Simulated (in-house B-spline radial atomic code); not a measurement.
A fraction x of an electron is removed from 4d in the palladium ion Pd⁵⁺, starting from [Kr] 4d5 and keeping the highest spin. Method: scalar-relativistic (X2C) r2SCAN0, spin-polarised, spherical fractional occupations, Fermi nucleus of rms radius 4.5318 fm. Calculated with an all-electron radial atomic-structure program (B-spline basis).

Caution: exact exchange at fractional occupations of open shells leaves self-interaction of up to several eV.

| x | E(x) - E(0) (eV) | 4d up level (eV) |
| --- | --- | --- |
| 0 | 0.0000 | -78.965 |
| 0.08 | 6.3691 | -80.264 |
| 0.15 | 12.0275 | -81.404 |
| 0.3 | 24.4222 | -83.861 |
| 0.39 | 32.0363 | -85.342 |
| 0.5 | 41.5239 | -87.161 |
| 0.53 | 44.1462 | -87.659 |
| 0.64 | 53.8893 | -89.489 |
| 0.79 | 67.5006 | -91.999 |
| 0.93 | 80.5452 | -94.355 |
| 1 | 87.1915 | -95.538 |

The exact functional would give a straight line between the two integer points. Deviations E(x) - E(0) - x[E(1) - E(0)], in eV: -0.606 at x = 0.08, -1.051 at x = 0.15, -1.735 at x = 0.3, -1.968 at x = 0.39, -2.072 at x = 0.5, -2.065 at x = 0.53, -1.913 at x = 0.64, -1.381 at x = 0.79, -0.543 at x = 0.93.

The curve lies below the straight line by up to 2.072 eV (at x = 0.5): convex, the delocalisation error, to which spherically averaged exact exchange adds.

Question: How well does Slater's transition state (minus the level at half occupation) give the ionisation energy?

Answer: It gives 87.161 eV against 87.192 eV from the two total energies; NIST lists 84.10 eV, ground level to ground level. The end point has an open shell averaged over its orbitals, so its exact exchange keeps a self-interaction and this is no true integer point.
